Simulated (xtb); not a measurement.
xtb input (GFN2-xTB):

```bash
xtb mol.xyz --gfn 2 --ohess tight --chrg 0 --uhf 0
```
mol.xyz:
```
18

C     -1.42656241     2.07782310    -0.92471721
O     -1.38792920     0.67377106    -0.57016079
Si    -0.09905499    -0.07374452     0.06899284
S      0.61084907     0.78070535     1.88643537
O      1.08586946     0.11456522    -1.04310054
C      2.39628324    -0.37000727    -0.90981193
O     -0.48759678    -1.58329280     0.35594959
C     -1.24016136    -2.41282447    -0.58942905
H     -1.19219824     2.74011321    -0.09568900
H     -2.42961872     2.26158505    -1.26794850
H     -0.74864309     2.24405997    -1.83505764
H     -0.34101981     0.20893431     2.66158513
H      2.91370991     0.01447772    -0.11035885
H      2.34544504    -1.45374858    -0.89248416
H      2.98366937    -0.13925930    -1.82731227
H     -0.70893103    -2.54271106    -1.49070660
H     -2.23660340    -1.92582961    -0.75089037
H     -1.38303962    -3.37242842    -0.13069218
```

Output:

```
           -------------------------------------------------
          |                Calculation Setup                |
           -------------------------------------------------

           -------------------------------------------------
          |                 G F N 2 - x T B                 |
           -------------------------------------------------

        Reference                      10.1021/acs.jctc.8b01176
      * Hamiltonian:
        H0-scaling (s, p, d)           1.850000    2.230000    2.230000
        zeta-weighting                 0.500000
      * Dispersion:
        s8                             2.700000
        a1                             0.520000
        a2                             5.000000
        s9                             5.000000
      * Repulsion:
        kExp                           1.500000    1.000000
        rExp                           1.000000
      * Coulomb:
        alpha                          2.000000
        third order                    shell-resolved
        anisotropic                    true
        a3                             3.000000
        a5                             4.000000
        cn-shift                       1.200000
        cn-exp                         4.000000
        max-rad                        5.000000

          ...................................................
          :                      SETUP                      :
          :.................................................:
          :  # basis functions                  54          :
          :  # atomic orbitals                  52          :
          :  # shells                           28          :
          :  # electrons                        50          :
          :  max. iterations                   250          :
          :  Hamiltonian                  GFN2-xTB          :
          :  restarted?                      false          :
          :  GBSA solvation                  false          :
          :  PC potential                    false          :
          :  electronic temp.          300.0000000     K    :
          :  accuracy                    1.0000000          :
          :  -> integral cutoff          0.2500000E+02      :
          :  -> integral neglect         0.1000000E-07      :
          :  -> SCF convergence          0.1000000E-05 Eh   :
          :  -> wf. convergence          0.1000000E-03 e    :
          :  Broyden damping             0.4000000          :
          :  net charge                          0          :
          :  unpaired electrons                  0          :
          ...................................................

 iter      E             dE          RMSdq      gap      omega  full diag
   1    -28.9483606 -0.289484E+02  0.606E+00    6.11       0.0  T
   2    -29.0542387 -0.105878E+00  0.339E+00    5.47       1.0  T
   3    -29.0545004 -0.261634E-03  0.161E+00    5.46       1.0  T
   4    -29.0590711 -0.457071E-02  0.853E-01    5.15       1.0  T
   5    -29.0677252 -0.865413E-02  0.256E-01    5.26       1.0  T
   6    -29.0677641 -0.389440E-04  0.793E-02    5.29       1.0  T
[...]
eigval :      103.39   113.39   123.65   155.36   211.24   244.76
eigval :      285.17   351.09   363.55   511.17   689.64   718.07
eigval :      810.48   837.51  1124.25  1126.49  1127.77  1130.27
eigval :     1131.53  1135.80  1148.31  1154.68  1156.88  1403.32
eigval :     1406.76  1411.67  1468.28  1469.36  1470.49  1478.34
eigval :     1478.87  1481.12  2500.80  2963.31  2963.67  2965.94
eigval :     2974.12  2982.96  2988.38  2996.05  2996.79  2996.98
 reduced masses (amu)
   1: 16.60   2: 14.36   3: 20.58   4: 17.16   5: 20.11   6: 16.35   7: 10.48   8: 13.41
   9: 11.16  10:  2.50  11:  2.85  12:  1.85  13: 10.58  14:  5.51  15: 15.55  16: 14.68
  17: 15.81  18: 13.39  19: 17.80  20: 18.38  21: 16.85  22: 23.73  23:  8.30  24: 13.67
  25: 19.35  26: 18.99  27:  8.13  28:  8.01  29:  6.41  30:  6.36  31:  5.19  32:  7.88
  33:  7.16  34:  9.04  35: 10.60  36:  2.41  37:  2.43  38:  2.41  39:  1.55  40:  1.56
  41:  1.53  42:  1.59  43:  1.59  44:  1.60  45:  1.95  46:  1.85  47:  1.89  48:  1.82
  49:  1.53  50:  1.62  51:  1.62  52:  1.68  53:  1.69  54:  1.67
 IR intensities (km·mol⁻¹)
   1:  0.69   2:  0.08   3:  0.15   4:  0.68   5:  0.04   6:  0.11   7:  2.50   8:  5.21
   9:  2.47  10:  5.95  11:  2.19  12:  1.10  13: 12.21  14: 10.66  15:  9.57  16: 12.77
  17:  4.22  18: 23.33  19: 49.93  20: 32.89  21: 21.84  22: 75.69  23: 16.72  24:169.52
  25:143.46  26:147.50  27:120.32  28:100.64  29: 83.99  30: 70.17  31: 43.07  32: 61.82
  33: 57.35  34:143.26  35:121.94  36:  0.27  37:  2.77  38:  4.36  39:  3.06  40:  5.74
  41:  5.86  42:  4.73  43:  4.15  44:  3.28  45: 81.26  46:  5.32  47: 36.31  48: 46.65
  49: 27.47  50: 24.51  51: 28.64  52: 23.81  53: 29.78  54: 12.90
 Raman intensities (Ä⁴*amu⁻¹)
   1:  0.00   2:  0.00   3:  0.00   4:  0.00   5:  0.00   6:  0.00   7:  0.00   8:  0.00
   9:  0.00  10:  0.00  11:  0.00  12:  0.00  13:  0.00  14:  0.00  15:  0.00  16:  0.00
  17:  0.00  18:  0.00  19:  0.00  20:  0.00  21:  0.00  22:  0.00  23:  0.00  24:  0.00
  25:  0.00  26:  0.00  27:  0.00  28:  0.00  29:  0.00  30:  0.00  31:  0.00  32:  0.00
  33:  0.00  34:  0.00  35:  0.00  36:  0.00  37:  0.00  38:  0.00  39:  0.00  40:  0.00
  41:  0.00  42:  0.00  43:  0.00  44:  0.00  45:  0.00  46:  0.00  47:  0.00  48:  0.00
  49:  0.00  50:  0.00  51:  0.00  52:  0.00  53:  0.00  54:  0.00
 output can be read by thermo (or use thermo option).
 writing <g98.out> molden fake output.
 recommended (thermochemical) frequency scaling factor: 1.0
           -------------------------------------------------
          |             Thermodynamic Functions             |
           -------------------------------------------------

c1  symmetry found (for desy threshold:  0.10E+00) used in thermo

          ...................................................
          :                      SETUP                      :
          :.................................................:
          :  # frequencies                          48      :
          :  # imaginary freq.                       0      :
          :  linear?                             false      :
          :  only rotor calc.                    false      :
          :  symmetry                               c1      :
          :  rotational number                       1      :
          :  scaling factor                  1.0000000      :
          :  rotor cutoff                   50.0000000 cm⁻¹ :
          :  imag. cutoff                  -20.0000000 cm⁻¹ :
Note: The following floating-point exceptions are signalling: IEEE_UNDERFLOW_FLAG IEEE_DENORMAL
normal termination of xtb
          :.................................................:

    mode    ω/cm⁻¹     T·S(HO)/kcal·mol⁻¹    T·S(FR)/kcal·mol⁻¹   T·S(vib)
   ------------------------------------------------------------------------
       1     44.32    -1.50738 ( 38.18%)    -1.09198 ( 61.82%)    -1.25058
       2     64.38    -1.28750 ( 73.32%)    -0.98150 ( 26.68%)    -1.20586
       3     78.27    -1.17288 ( 85.72%)    -0.92365 ( 14.28%)    -1.13729
       4     89.06    -1.09739 ( 90.96%)    -0.88541 (  9.04%)    -1.07823
       5     91.98    -1.07853 ( 91.97%)    -0.87584 (  8.03%)    -1.06226
       6     92.77    -1.07357 ( 92.22%)    -0.87332 (  7.78%)    -1.05799
       7    103.39    -1.01052 ( 94.81%)    -0.84121 (  5.19%)    -1.00174
       8    113.39    -0.95705 ( 96.36%)    -0.81387 (  3.64%)    -0.95184
       9    123.65    -0.90713 ( 97.40%)    -0.78823 (  2.60%)    -0.90403
      10    155.36    -0.77684 ( 98.94%)    -0.72062 (  1.06%)    -0.77625
      11    211.24    -0.60610 ( 99.69%)    -0.62961 (  0.31%)    -0.60618
      12    244.76    -0.52713 ( 99.83%)    -0.58600 (  0.17%)    -0.52724
      13    285.17    -0.44796 ( 99.91%)    -0.54074 (  0.09%)    -0.44805
   ------------------------------------------------------------------------

   temp. (K)  partition function   enthalpy   heat capacity  entropy
                                   cal/mol     cal/K/mol   cal/K/mol   J/K/mol
 298.15  VIB  0.198E+06             6563.088     33.685     44.769
         ROT  0.669E+06              888.752      2.981     29.637
         INT  0.133E+12             7451.841     36.666     74.406
         TR   0.185E+28             1481.254      4.968     40.991
         TOT                        8933.0945    41.6337   115.3978   482.8242

       T/K    H(0)-H(T)+PV         H(T)/Eh          T*S/Eh         G(T)/Eh
   ------------------------------------------------------------------------
    298.15    0.142358E-01    0.147765E+00    0.548292E-01    0.929356E-01
   ------------------------------------------------------------------------

         :::::::::::::::::::::::::::::::::::::::::::::::::::::
         ::                  THERMODYNAMIC                  ::
         :::::::::::::::::::::::::::::::::::::::::::::::::::::
         :: total free energy         -28.748573359745 Eh   ::
         ::.................................................::
         :: total energy              -28.841508962430 Eh   ::
         :: zero point energy           0.133529011692 Eh   ::
         :: G(RRHO) w/o ZPVE           -0.040593409008 Eh   ::
         :: G(RRHO) contrib.            0.092935602684 Eh   ::
         :::::::::::::::::::::::::::::::::::::::::::::::::::::

optimized geometry written to: xtbopt.xyz

           -------------------------------------------------
          | TOTAL ENERGY              -28.841508962430 Eh   |
          | TOTAL ENTHALPY            -28.693744158551 Eh   |
          | TOTAL FREE ENERGY         -28.748573359745 Eh   |
          | GRADIENT NORM               0.000253286787 Eh/α |
          | HOMO-LUMO GAP               5.506227089841 eV   |
           -------------------------------------------------

------------------------------------------------------------------------
------------------------------------------------------------------------
 total:
 SCF:
 ANC optimizer:
 analytical hessian:
```
